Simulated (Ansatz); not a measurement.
This geometry of BCl₂FH₃N (8 atoms, charge 0, multiplicity 1) is a first-order saddle point.

Computed with RHF/def2-SVP (Ansatz).

```xyz
8
Properties=species:S:1:pos:R:3
B 0.020 -0.435 -0.022
F -0.210 0.241 1.533
Cl 1.554 0.241 -0.653
Cl -1.492 -0.146 -0.937
N 0.124 -1.766 0.695
H -0.611 -2.425 0.510
H 1.021 -2.217 0.655
H -0.081 -0.833 1.648
```

(1) Which two structures does it join? (They come from a converged band through this point; their orientation in space is the band's.)

(2) How far does it lie above each of them?

## Answers

(1) Bonds broken: B1–F2, N5–H8. Bonds formed: F2–H8. BCl2FH3N becomes BCl2H2N + FH.

Image 0:

```xyz
8
Properties=species:S:1:pos:R:3
B 0.042 -0.170 0.178
F 0.181 0.643 1.248
Cl 1.484 -0.120 -0.971
Cl -1.594 -0.008 -0.657
N 0.051 -1.681 0.805
H -0.069 -2.372 0.080
H 0.929 -1.853 1.273
H -0.701 -1.779 1.471
```

Image 8:

```xyz
8
Properties=species:S:1:pos:R:3
B 0.101 -0.706 -0.538
F -0.324 0.201 2.570
Cl 1.568 0.174 -0.975
Cl -1.450 -0.265 -1.260
N 0.164 -1.747 0.395
H -0.612 -2.366 0.529
H 1.045 -2.125 0.685
H -0.170 -0.506 2.022
```

(2) 2.23 eV above the first and 1.14 eV above the second. This is the barrier of this one path; another mechanism may lie lower. The orbitals stay closed-shell, which can raise the energy where a bond breaks towards radicals; this wasn't checked here.

The run took 4.8 min on 1 thread of Arm Neoverse V2, on a shared host, peak memory 0.18 GiB.
